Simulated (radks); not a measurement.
Question: Radial electron density D(r) = 4 pi r^2 rho(r) of an atom or ion with 18 electrons. Method: scalar-relativistic Kohn-Sham, BP86, spin-polarised, spherical densities, finite nucleus; Fermi nuclear charge, rms radius of each element as measured or else 0.836 A^(1/3) + 0.57 fm; computed with a radial shooting solver on a logarithmic mesh with Libxc functionals.

```
   r/bohr * D(r) (the largest magnitude, 26.3, reaches the edge; | marks zero)
 0.003821 | *
 0.004274 |  *
 0.004819 |  *
  0.00539 |   *
 0.006078 |    *
 0.006853 |     *
 0.007665 |      *
 0.008642 |        *
 0.009744 |          *
   0.0109 |            *
  0.01229 |              *
  0.01385 |                 *
   0.0155 |                    *
  0.01747 |                        *
  0.01954 |                           *
  0.02204 |                               *
  0.02484 |                                   *
  0.02779 |                                       *
  0.03133 |                                           *
  0.03533 |                                              *
  0.03951 |                                                 *
  0.04455 |                                                  *
  0.05023 |                                                   *
  0.05618 |                                                  *
  0.06335 |                                                 *
  0.07085 |                                              *
  0.07989 |                                           *
  0.09007 |                                         *
   0.1007 |                                      *
   0.1136 |                                     *
   0.1281 |                                      *
   0.1433 |                                        *
   0.1615 |                                            *
   0.1807 |                                                *
   0.2037 |                                                    *
   0.2297 |                                                      *
   0.2569 |                                                      *
   0.2896 |                                                  *
   0.3266 |                                            *
   0.3653 |                                    *
   0.4118 |                            *
   0.4643 |                    *
   0.5194 |                *
   0.5856 |             *
    0.655 |             *
   0.7385 |               *
   0.8327 |                 *
   0.9314 |                 *
     1.05 |                *
    1.184 |              *
    1.324 |           *
    1.493 |       *
    1.684 |    *
    1.883 |  *
    2.123 |*
    2.375 |*
    2.677 *
    3.019 *
    3.377 *
    3.807 *
```

What is the nuclear charge?

Answer: Z = 21. The innermost maximum, from 1s, lies near gamma/Z bohr with gamma = sqrt(1 - (Z/c)^2) = 0.988, here 0.0471 bohr (found: 0.0502), and its height grows with Z. The density is that of the scandium ion Sc3+ in [Ar]; the configuration itself is not fixed sharply by these data, and Z only to about a unit. D(r) has 3 maxima, at r = 0.0502, 0.239, 0.924 bohr, and minima at 0.115, 0.609 bohr, inside which lie 2.15, 10.35 electrons.
